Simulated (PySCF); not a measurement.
**Sn: excitation energy**

Sn [Kr] 4d10 5s2 5p2 (3P) → Sn [Kr] 4d10 5s1 5p2 5d1 (high-spin determinant), as a difference of total energies. All numbers are calculated (PySCF 2.14, scalar relativity through the core potential, in aug-cc-pwCVTZ-PP with ECP28MDF). Correlated levels: valence: 4s2 4p6 4d10 frozen; valence and next inner shell: nothing frozen outside the core potential. The calculations carry no spin-orbit coupling.

| method | excitation energy (cm⁻¹) |
| --- | --- |
| UHF | 77701 |
| LDA | 94763 |
| PBE | 91601 |
| PBE0 | 89875 |
| r2SCAN | 90086 |
| B3LYP | 93111 |
| BHandHLYP | 91452 |
| TPSS | 90639 |
| MP2 (valence) | 84483 |
| SCS-MP2 (valence) | 87062 |
| MP2 (valence and next inner shell) | 92805 |
| SCS-MP2 (valence and next inner shell) | 93814 |

The upper state lies above the first ionisation limit, but in LS coupling its spin forbids autoionisation to the ground ion; at this Z spin-orbit coupling breaks that rule.

The promoted electron is Rydberg-like, and one or two diffuse shells describe it only roughly, which tends to raise the upper state.

The determinant of the upper state mixes LS terms, which raises its energy above the lowest term, most at the Hartree-Fock and MP2 levels.
